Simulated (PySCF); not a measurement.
**Heteronuclear NMR**

Geometry:
```
atom   x (Å)   y (Å)   z (Å)
  C1   2.000  -0.129   0.105
  C2   0.509  -0.031   0.035
  C3  -0.130   1.194  -0.124
  C4  -1.513   1.226  -0.195
  N5  -2.273   0.147  -0.120
  C6  -1.669  -1.020   0.027
  C7  -0.294  -1.165   0.108
  H8   2.409  -0.255  -0.899
  H9   2.428   0.775   0.531
 H10   2.305  -0.986   0.701
 H11   0.443   2.107  -0.188
 H12  -2.043   2.161  -0.317
 H13  -2.324  -1.880   0.085
 H14   0.148  -2.143   0.228
```

[PySCF 2.14.0 with density-fitted response routines: structure optimised with GFN2-xTB; shielding tensors at PBE0/pcSseg-1 (GIAO); one computed conformer; in vacuum; equivalent nuclei averaged; relativity neglected]

Predict the 15N NMR data.

## Answers


```tsv
atoms	environment	σ (ppm)	δ (ppm)
N5	pyridine-type ring nitrogen	-84.9	-69.9
```

Shieldings were converted by a linear fit to measured shifts: 15N: δ = -148.07 − 0.921σ (rms 6.3 ppm, 71 shifts vs CH3NO2, solution or neat liquid). A few per cent of atoms miss by over 2 rms, more outside the fitted compound classes.

On a 500 MHz spectrometer 15N resonates near 50.7 MHz, so 1 ppm is 50.7 Hz.
